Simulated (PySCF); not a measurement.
Si(F)2(NCO)(OH) (CHF2NO2Si), SMILES O[Si](N=C=O)(F)F.

The structure is a stationary point at PBE-D3(BJ)/def2-SVP. The structure was generated by enumeration, and PubChem lists no compound with its InChIKey, so it may never have been made. Other conformers were not sampled.

Computed with HF/def2-TZVP (PySCF).

Symmetry labels are those of the subgroup Cs that the program uses (full group Cs).

Computed valence orbital energies around the gap with their symmetry:
| orbital | symmetry | energy (eV) |
|---|---|---|
| HOMO−7 | A" | -18.52 |
| HOMO−6 | A" | -18.13 |
| HOMO−5 | A' | -18.06 |
| HOMO−4 | A" | -17.89 |
| HOMO−3 | A' | -16.23 |
| HOMO−2 | A" | -15.35 |
| HOMO−1 | A' | -13.12 |
| HOMO | A" | -13.11 |
| LUMO | A' | 2.98 |
| LUMO+1 | A' | 3.71 |
| LUMO+2 | A" | 4.22 |
| LUMO+3 | A' | 4.29 |
